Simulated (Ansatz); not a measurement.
Geometry optimisation, RKS PBE-D4/def2-SVP in Ansatz 0.2.0.

Input file:

```yaml
crystal:
  periodic: [false, false, false]
  atoms:
    - { symbol: "N", position_ang: [0.4027, 1.1241, 1.8045] }
    - { symbol: C, position_ang: [0.4393, 0.0806, 1.0995] }
    - { symbol: O, position_ang: [0.7849, -1.2987, 0.9882] }
    - { symbol: B, position_ang: [0.301, -0.6377, -0.1784] }
    - { symbol: "N", position_ang: [-0.3012, -0.7172, -1.615] }
    - { symbol: H, position_ang: [-0.0466, 2.0483, 1.3636] }
    - { symbol: H, position_ang: [-1.2946, -0.9301, -1.5247] }
    - { symbol: H, position_ang: [-0.1934, 0.2735, -1.9935] }
basis:
  gaussian: { orbitals: def2-SVP }
hamiltonian:
  xc: pbe
  dispersion: d4
relax:
  f_tol: 0.015
  max_steps: 40
```

Launched with:

```bash
$ ansatz run input.yaml --threads 1 --pin off --max-ram 2048MiB --backend cpu --events-out ev --progress --plain --runs-dir out
```

Where does it end, and by what steps?

The run converged. After 10 steps the energy has fallen by 1.944 eV; H7 moved furthest, 1.07 Å.

| step | energy less start (eV) | largest force component (eV/Å) | accepted |
| --- | --- | --- | --- |
| 0 | 0.0000 | 3.354 | yes |
| 1 | -0.9188 | 2.350 | yes |
| 2 | -1.4033 | 1.678 | yes |
| 3 | -1.6415 | 1.120 | yes |
| 4 | -1.7774 | 1.086 | yes |
| 5 | -1.8998 | 0.498 | yes |
| 6 | -1.9326 | 0.452 | yes |
| 7 | -1.9361 | 0.374 | yes |
| 8 | -1.9404 | 0.458 | yes |
| 9 | -1.9439 | 0.049 | yes |
| 10 | -1.9440 | 0.015 | yes |

```xyz
8
Properties=species:S:1:pos:R:3
N 0.600 1.054 2.053
C 0.307 0.378 1.032
O 0.265 -1.060 0.919
B -0.056 -0.347 -0.233
N -0.425 -0.633 -1.540
H 0.543 2.059 1.827
H -0.526 -1.592 -1.877
H -0.616 0.085 -2.236
```

Run time: 31 s on 1 thread of Arm Neoverse V2, on a shared host, peak memory 0.14 GiB.
